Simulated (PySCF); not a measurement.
InB at UHF-CCSD

Computed with UHF-CCSD; basis In def2-SVPD with ECP28, B def2-SVPD; scalar-relativistic core potentials; PySCF 2.14.

* state: ³Π (triplet), unpaired electrons σ ↑, π ↑
* bond length: 2.441 Å
* harmonic wavenumber: 385 cm⁻¹
* force constant: 0.876 mdyn/Å
* rotational constant Be: 0.2816 cm⁻¹
* anharmonicity ωexe: 2.45 cm⁻¹
* vibration–rotation constant αe: 0.00249 cm⁻¹
* well depth De to In + B: 31.3 kcal/mol
* dissociation energy D0: 30.8 kcal/mol

Correlated steps freeze 5 core orbitals. Correlated levels converge slowly with the basis: in double zeta they bind strong bonds too weakly, by up to about 1 eV, and carry superposition errors of some tenths. These are scalar-relativistic numbers at best; spin–orbit coupling would shift them, the dissociation energy most. The state was picked by a PBE0 search and need not be the measured ground state.
